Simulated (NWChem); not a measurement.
All runs are NWChem calculations. System: tin monoxide (OSn), charge 0, spin multiplicity 1, at a geometry optimised with PBE0/def2-SVP with def2 effective core potentials on Sn. Level: G0W0@PBE/def2-SVPD with def2 effective core potentials on Sn, RI basis def2-svpd-rifit, no spin-orbit coupling.

The NWChem input:

```
start mol
memory heap 200 mb stack 700 mb global 1700 mb
geometry units angstroms nocenter noautoz
  Sn     0.000000     0.000000     0.253566
  O      0.000000     0.000000    -1.584789
  symmetry group C2v
end
basis spherical
  * library def2-svpd
end
ecp
  Sn library def2-ecp
end
basis "ri basis" bse spherical
  * library def2-svpd-rifit
end
dft
  xc xpbe96 cpbe96
  iterations 100
  direct
  tolerances tight
end
task dft energy
gw
  states alpha occ 4 vir 2
end
task dft gw
```

NWChem printed:

```
             Northwest Computational Chemistry Package (NWChem) 7.3.0
             --------------------------------------------------------

                                NWChem Input Module
                                -------------------

 Scaling coordinates for geometry "geometry" by  1.889725989
 (inverse scale =  0.529177249)

 Turning off AUTOSYM since
 SYMMETRY directive was detected!

                             Geometry "geometry" -> ""
                             -------------------------

 Output coordinates in angstroms (scale by  1.889725989 to convert to a.u.)

  No.       Tag          Charge          X              Y              Z
 ---- ---------------- ---------- -------------- -------------- --------------
    1 Sn                  50.0000     0.00000000     0.00000000     0.25356600
    2 O                    8.0000     0.00000000     0.00000000    -1.58478900

 Effective nuclear repulsion energy (a.u.)     115.1414713697

            Nuclear Dipole moment (a.u.)
            ----------------------------
        X                 Y               Z
 ---------------- ---------------- ----------------
     0.0000000000     0.0000000000    -0.0000226767

      Symmetry information
      --------------------

 Group name             C2v
 Group number             16
 Group order               4
 No. of unique centers     2

      Symmetry unique atoms

     1    2


 Summary of "ao basis" -> "" (spherical)
 ------------------------------------------------------------------------------
       Tag                 Description            Shells   Functions and Types
 ---------------- ------------------------------  ------  ---------------------
 *                         def2-svpd                  on all atoms

 Summary of "ri basis" -> "" (spherical)
 ------------------------------------------------------------------------------
       Tag                 Description            Shells   Functions and Types
 ---------------- ------------------------------  ------  ---------------------
 *                      def2-svpd-rifit               on all atoms

  pbe96 is a nonlocal functional; adding pw91lda local functional.

                                 NWChem DFT Module
                                 -----------------

 Summary of "ao basis" -> "ao basis" (spherical)
 ------------------------------------------------------------------------------
       Tag                 Description            Shells   Functions and Types
 ---------------- ------------------------------  ------  ---------------------
 Sn                        def2-svpd                12       32   5s4p3d
 O                         def2-svpd                 9       23   4s3p2d

 Summary of "ao basis" -> "ao basis" (spherical)
 ------------------------------------------------------------------------------
       Tag                 Description            Shells   Functions and Types
 ---------------- ------------------------------  ------  ---------------------
 Sn                        def2-svpd                12       32   5s4p3d
 O                         def2-svpd                 9       23   4s3p2d

      Symmetry analysis of basis
      --------------------------

        a1         26
        a2          5
        b1         12
        b2         12

            General Information
            -------------------
          SCF calculation type: DFT
          Wavefunction type:  closed shell.
          No. of atoms     :     2
          No. of electrons :    30
[...]
  ----- ------------  ---------------      ----- ------------  ---------------
    39      0.514562  2 O  pz                14     -0.378953  1 Sn pz
    42      0.310825  2 O  pz                 3     -0.215438  1 Sn s
     4     -0.205522  1 Sn s                 17     -0.180216  1 Sn pz
    11      0.130764  1 Sn pz                 8      0.121749  1 Sn pz
    36     -0.117466  2 O  s                 20     -0.108338  1 Sn d  0

 Vector   16  Occ=0.000000D+00  E=-1.131311D-01  Symmetry=b1
              MO Center=  1.2D-16,  6.2D-18,  1.9D-01, r^2= 3.5D+00
   Bfn.  Coefficient  Atom+Function         Bfn.  Coefficient  Atom+Function
  ----- ------------  ---------------      ----- ------------  ---------------
    15      0.613557  1 Sn px                12      0.527882  1 Sn px
    37     -0.305733  2 O  px                40     -0.240553  2 O  px
     9     -0.161245  1 Sn px                 6     -0.149402  1 Sn px
    43     -0.124380  2 O  px                21      0.071308  1 Sn d  1
    31     -0.061361  1 Sn d  1              26     -0.046260  1 Sn d  1

 Vector   17  Occ=0.000000D+00  E=-1.131311D-01  Symmetry=b2
              MO Center= -6.2D-18,  2.7D-16,  1.9D-01, r^2= 3.5D+00
   Bfn.  Coefficient  Atom+Function         Bfn.  Coefficient  Atom+Function
  ----- ------------  ---------------      ----- ------------  ---------------
    16      0.613557  1 Sn py                13      0.527882  1 Sn py
    38     -0.305733  2 O  py                41     -0.240553  2 O  py
    10     -0.161245  1 Sn py                 7     -0.149402  1 Sn py
    44     -0.124380  2 O  py                19     -0.071308  1 Sn d -1
    29      0.061361  1 Sn d -1              24      0.046260  1 Sn d -1

 Vector   18  Occ=0.000000D+00  E=-1.580245D-02  Symmetry=a1
              MO Center= -3.4D-15, -3.3D-15,  3.6D-01, r^2= 5.7D+00
   Bfn.  Coefficient  Atom+Function         Bfn.  Coefficient  Atom+Function
  ----- ------------  ---------------      ----- ------------  ---------------
    17      1.099355  1 Sn pz                 4     -0.916583  1 Sn s
    36      0.670995  2 O  s                 45      0.526447  2 O  pz
    14      0.308397  1 Sn pz                35      0.299540  2 O  s
    30      0.296481  1 Sn d  0              42      0.239244  2 O  pz
    39      0.225504  2 O  pz                20     -0.170537  1 Sn d  0

 center of mass
 --------------
 x =   0.00000000 y =   0.00000000 z =   0.06417789

 moments of inertia (a.u.)
 ------------------
         169.976453285028           0.000000000000           0.000000000000
           0.000000000000         169.976453285028           0.000000000000
           0.000000000000           0.000000000000           0.000000000000

     Multipole analysis of the density
     ---------------------------------

     L   x y z        total         alpha         beta         nuclear
     -   - - -        -----         -----         ----         -------
     0   0 0 0     -0.000000    -15.000000    -15.000000     30.000000

     1   1 0 0     -0.000000     -0.000000     -0.000000      0.000000
     1   0 1 0     -0.000000     -0.000000     -0.000000      0.000000
     1   0 0 1      1.623443      7.520116      7.520116    -13.416790

     2   2 0 0    -20.402204    -10.201102    -10.201102      0.000000
     2   1 1 0     -0.000000     -0.000000     -0.000000      0.000000
     2   1 0 1     -0.000000     -0.000000     -0.000000      0.000000
     2   0 2 0    -20.402204    -10.201102    -10.201102      0.000000
     2   0 1 1     -0.000000     -0.000000     -0.000000      0.000000
     2   0 0 2    -27.262457    -52.032589    -52.032589     76.802720

 Task  times  cpu:        2.4s     wall:        2.4s

                                NWChem Input Module
                                -------------------

                                 NWChem GW Module
                                 ----------------

                             ***********************
                             ***        GW       ***
                             ***********************

 Summary of "ri basis" -> "ri basis" (spherical)
 ------------------------------------------------------------------------------
       Tag                 Description            Shells   Functions and Types
 ---------------- ------------------------------  ------  ---------------------
 Sn                     def2-svpd-rifit             34      130   10s9p8d5f2g
 O                      def2-svpd-rifit             20       64   7s6p5d2f

                 Memory Information
                 ------------------
          Available GA per process is          1700.0 MBs
          Available stack per process is        700.0 MBs
          Available heap per process is           0.0 MBs

          Peak memory in Initialization
              Peak GA per process is                  1.7 MBs
              Peak stack per process is               0.0 MBs
              Peak heap per process is                1.8 MBs
              Memory not in MA per process            0.0 MBs

          Peak memory in AFF Calculation
              Peak GA per process is                  5.0 MBs
              Peak stack per process is               2.7 MBs
              Peak heap per process is                0.0 MBs
              Memory not in MA per process            2.7 MBs

          Computing 2-center integrals
          Computing Inverse Cholesky factor
          Computing 3-center integrals
          Computing V_xc ...

          Computing Sigma_x
          Computing RPA polarizability
          Solving quasiparticle equations

                  Alpha Orbitals
          State     Energy (eV)     Error (eV)
          -----------------------------------
@GW        12        -12.923           0.000
@GW        13         -8.767           0.005
@GW        14         -8.767           0.005
@GW        15         -8.961           0.002
@GW        16          0.014           0.002
@GW        17          0.014           0.002

   Applying  -2.3687 eV scissor-shift to rest of particle states

   Applying   3.0928 eV scissor-shift to rest of hole states

     GW Timing Statistics
   ------------------------
   Init.   :          0.0s
     ERIs  :          0.1s
     Distr.:          0.0s
     Vxc   :          0.0s
   Sigma_x :          0.0s
   RPA     :          0.0s
   Wmn     :          0.0s
   Sigma_c :          0.0s
   GW total:          0.2s

 Task  times  cpu:        0.2s     wall:        0.2s

 Total times  cpu:        2.7s     wall:        2.7s
```
